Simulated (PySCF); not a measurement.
**Energy of Ne²⁺ (neon, charge +2) between two integer charges**

The 2p beta orbital of [He] 2s2 2p4 is emptied in steps (occupation f), with all orbitals relaxed, ending at [He] 2s2 2p3. All numbers are calculated (PySCF 2.14, no relativity, point nucleus, in def2-TZVP (5s3p2d1f, 31 functions)). The exact energy is a straight line in f; departures are measured from the line between the end points of the same method.

```csv
f,UHF (eV),LDA (eV),PBE (eV),PBE0 (eV),r2SCAN (eV),LC-wPBE (eV),BHandHLYP (eV),wB97X (eV),TPSS (eV),r2SCAN0 (eV)
1,0.000,0.000,0.000,0.000,0.000,0.000,0.000,0.000,0.000,0.000
0.8,0.355,-1.844,-1.814,-1.277,-1.623,-0.914,-0.756,-0.872,-1.716,-1.138
0.6,0.520,-2.767,-2.716,-1.909,-2.410,-1.362,-1.138,-1.295,-2.555,-1.688
0.4,0.508,-2.764,-2.705,-1.899,-2.383,-1.346,-1.141,-1.274,-2.527,-1.668
0.2,0.331,-1.838,-1.790,-1.255,-1.568,-0.882,-0.763,-0.827,-1.657,-1.097
0,0.000,0.000,0.000,0.000,0.000,0.000,0.000,0.000,0.000,0.000
```

Problem. For UHF, how does the orbital energy at f = 1 compare with the removal energy?

Solution. −ε = 64.141 eV against a total-energy difference of 61.860 eV. By Janak's theorem ε = ∂E/∂f, so the gap between them reflects the curvature. Along the path −ε is 63.147 (f = 0.8), 62.230 (f = 0.6), 61.378 (f = 0.4), 60.583 (f = 0.2) eV.

| method | E(f=0) − E(f=1) (eV) | −ε at f=1 (eV) | −ε at f=0.4 (eV) |
| --- | --- | --- | --- |
| UHF | 61.860 | 64.141 | 61.378 |
| LDA | 63.634 | 52.131 | 65.963 |
| PBE | 63.887 | 52.544 | 66.217 |
| PBE0 | 63.746 | 55.752 | 65.393 |
| r2SCAN | 63.627 | 53.400 | 65.757 |
| LC-wPBE | 64.053 | 58.317 | 65.271 |
| BHandHLYP | 63.710 | 58.999 | 64.645 |
| wB97X | 63.620 | 58.137 | 64.813 |
| TPSS | 64.003 | 53.228 | 66.278 |
| r2SCAN0 | 63.536 | 56.360 | 65.030 |

Reference removal energy between the ground levels: 63.423 eV (measured; NIST Atomic Spectra Database, ionization energies). The calculation has no spin-orbit coupling. UHF lacks correlation.
